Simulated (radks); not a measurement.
Results of a calculation; reference values are marked as such.
Task: Numerical settings for the osmium ion Os+, [Xe] 4f14 5d6 6s1. Code: a radial shooting solver on a logarithmic mesh with Libxc functionals. Model: Dirac Kohn-Sham, BLYP, spin-unpolarised, spherical densities, finite nucleus; open shells fill j = l - 1/2 first; Fermi nuclear charge, rms radius 5.4126 fm. The defaults (mesh step 0.008 in ln r, mesh end at 40 bohr or more with all orbitals vanishing there, Anderson mixing 0.5 over 9 steps, residual threshold near 1e-9 with the energy settled to 1e-9 hartree or 1e-11 of itself, here a cap of 98 iterations) give E = -17279.314 hartree and 6s1/2 at -13.066 eV in 16 iterations. Run on one thread of a shared host, so times are rough (Intel(R) Xeon(R) 6975P-C): 0.14 s of CPU time, 0.14 s wall, 16 iterations on 2360 mesh points. One setting is changed at a time: mesh step in ln r 0.03; mesh step in ln r 0.012; mesh step in ln r 0.05; mesh end (bohr) 8; mesh end (bohr) 3; residual threshold 1e-13; residual threshold 0.1; mixing 2.5; linear mixing, mixing 0.05; linear mixing, mixing 0.5; mixing history 2; iteration cap 3. Which runs fail to converge, and which converge to a wrong energy?

Result: Not converged within the cap: linear mixing, mixing 0.05; iteration cap 3. Settled on a wrong energy, with an occupied level pushed above zero by the early mesh end: mesh end (bohr) 3 (+1.53 hartree). Apart from these: no run marked as converged misses the energy by more than 1 mhartree.
